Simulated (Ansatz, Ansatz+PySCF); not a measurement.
```tsv
atom	x (Å)	y (Å)	z (Å)
N	0.0000	0.0000	0.0000
O	0.0000	0.0000	1.2900
```

Basis set: def2-SVP (spherical functions). Left uncorrelated: 2 orbitals. Correlation on ROHF uses semicanonical orbitals with singles. Charge 0, multiplicity 2.

Computed with Ansatz (development build ahead of 0.2.0); each method stands on the lowest determinant of its kind that the runs found.

Give the atomization energy at this shape (free ground-state atoms in the same class of orbitals less the molecule, no zero-point energy) of doublet NO by ROHF-MP2, UHF-MP2, ROHF, UHF.

```
  method  atomization energy
ROHF-MP2        557.2 kJ/mol
 UHF-MP2        403.1 kJ/mol
    ROHF         86.7 kJ/mol
     UHF        142.9 kJ/mol
```

Caution for ROHF-MP2, ROHF: an unrestricted determinant lies well below. Caution for ROHF-MP2, UHF-MP2: bonds are stretched, where a single reference can fail; forces differ strongly between restricted and unrestricted references. Caution for UHF-MP2, UHF: the unrestricted determinant is spin contaminated.
